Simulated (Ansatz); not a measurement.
A nudged elastic band was laid between two geometries of ClGaH2O + FH (7 atoms, charge 0, multiplicity 1).

Computed with Ansatz 0.2.0, RHF/def2-SVP.

- movable images: 5
- climbing image: yes
- spring: 5.0 eV/Å²
- optimiser: quadratic models (default)
- start path: through a guess of the saddle point
- force threshold: 0.05 eV/Å
- iteration limit: 60
- end points: relaxed

Initial state:

```xyz
7
Properties=species:S:1:pos:R:3
Ga -0.152 0.060 0.019
O -0.364 -0.028 1.812
H 0.086 -0.678 2.328
Cl 1.746 -0.735 -0.648
H -1.330 0.347 -0.939
F 0.284 2.130 0.840
H 0.110 1.701 1.643
```

Final state:

```xyz
7
Properties=species:S:1:pos:R:3
Ga 0.032 0.462 -0.199
O 0.027 0.111 1.884
H -0.660 -0.331 2.365
Cl 1.836 -0.536 -0.865
H -1.379 -0.002 -0.661
F 0.304 2.151 0.223
H 0.219 0.941 2.309
```

(1) Which bonds break or form, and what moves?

(2) What energy profile does the band end with?

(3) What is the geometry of the highest image?

(4) What are the harmonic wavenumbers there?

Answers

(1) Bonds broken: F6–H7. Bonds formed: Ga1–F6, O2–H7. ClGaH2O + FH becomes ClFGaH3O.

(2) The forces met the threshold. The highest image is number 3 of 0 to 6, 5.0 kcal/mol above the first end and 23.4 kcal/mol above the last; the last end lies 18.4 kcal/mol below the first. A vibrational analysis at the climbing image gives one clearly imaginary mode, 1022i cm⁻¹: a first-order saddle point. The orbitals stay closed-shell, which can raise the energy where a bond breaks towards radicals; this wasn't checked here.

```json
{"image": "0", "path coordinate (Å)": "0.00", "energy (kcal/mol)": "0.0", "F6–H7 (Å)": "0.93", "Ga1–F6 (Å)": "2.27", "O2–H7 (Å)": "1.80"}
{"image": "1", "path coordinate (Å)": "0.50", "energy (kcal/mol)": "0.8", "F6–H7 (Å)": "0.93", "Ga1–F6 (Å)": "2.22", "O2–H7 (Å)": "1.77"}
{"image": "2", "path coordinate (Å)": "1.00", "energy (kcal/mol)": "1.3", "F6–H7 (Å)": "0.93", "Ga1–F6 (Å)": "2.23", "O2–H7 (Å)": "1.74"}
{"image": "3", "path coordinate (Å)": "1.50", "energy (kcal/mol)": "5.0", "F6–H7 (Å)": "1.08", "Ga1–F6 (Å)": "2.02", "O2–H7 (Å)": "1.27"}
{"image": "4", "path coordinate (Å)": "1.87", "energy (kcal/mol)": "-8.5", "F6–H7 (Å)": "1.49", "Ga1–F6 (Å)": "1.86", "O2–H7 (Å)": "1.01"}
{"image": "5", "path coordinate (Å)": "2.24", "energy (kcal/mol)": "-17.0", "F6–H7 (Å)": "1.95", "Ga1–F6 (Å)": "1.78", "O2–H7 (Å)": "0.96"}
{"image": "6", "path coordinate (Å)": "2.61", "energy (kcal/mol)": "-18.4", "F6–H7 (Å)": "2.41", "Ga1–F6 (Å)": "1.76", "O2–H7 (Å)": "0.95"}
```

(3) 
```xyz
7
Properties=species:S:1:pos:R:3
Ga -0.005 0.179 -0.039
O 0.030 0.034 1.851
H -0.622 -0.339 2.423
Cl 1.850 -0.456 -0.921
H -1.379 0.132 -0.752
F 0.310 1.969 0.836
H 0.195 1.277 1.657
```

(4) 1022i, 136, 168, 357, 389, 444, 565, 630, 666, 762, 879, 1341, 2021, 2151, 4213 cm⁻¹.

Run time: 100 s on 1 thread of Arm Neoverse V2, on a shared host, peak memory 0.19 GiB.
